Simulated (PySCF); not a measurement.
NbO, quartet, at a GFN2-xTB geometry (such geometries of metal compounds can be far from the true shape) (core potentials on Nb). Base run: BLYP/def2-SVP run with PySCF.

Input for PySCF:
```python
from pyscf import gto, scf, dft

mol = gto.M(
    atom='''
Nb   -0.00000000   -0.00000000   -0.28078053
O     0.00000000    0.00000000    1.43900022
''',
    basis='def2-svp',
    ecp={'Nb': 'def2-svp'},
    spin=3,
    verbose=4,
)

mf = dft.UKS(mol)
mf.xc = 'blyp'
mf.kernel()
```

The base run was repeated with changes; each row names its change, and settings that it needs were set with it.

| change | ΔE vs base (µEh) | outcome |
|---|---|---|
| base | 0.0 | converged |
| auxbasis = def2-universal-jkfit | -36.7 | converged |
| auxbasis = cc-pvtz-jkfit | - | input refused |
| auxbasis = def2-tzvp-ri | - | input refused |
| auxbasis = def2-universal-jfit | -69.5 | converged |
| auxbasis = def2-svp-ri | - | input refused |
| auxbasis = cc-pvdz-jkfit | - | input refused |
| auxbasis = cc-pvqz-jkfit | - | input refused |
| auxbasis = cc-pvtz-ri | - | input refused |
| auxbasis = autoaux | -11.8 | converged |

A fitting set is made for a task (jfit for Coulomb, jkfit for Coulomb and exchange, ri for correlation) and for a family of orbital bases.

Open shells are given as the SCF converged; they aren't shown to be the lowest states, and a large step between rows can be another state.

- auxbasis = cc-pvtz-jkfit: ended with `pyscf.lib.exceptions.BasisNotFoundError: Basis set not found for Nb in cc-pvtz-jkfit`
- auxbasis = def2-tzvp-ri: ended with `pyscf.lib.exceptions.BasisNotFoundError: Basis set not found for Nb in def2-tzvp-ri`
- auxbasis = def2-svp-ri: ended with `pyscf.lib.exceptions.BasisNotFoundError: Basis set not found for Nb in def2-svp-ri`
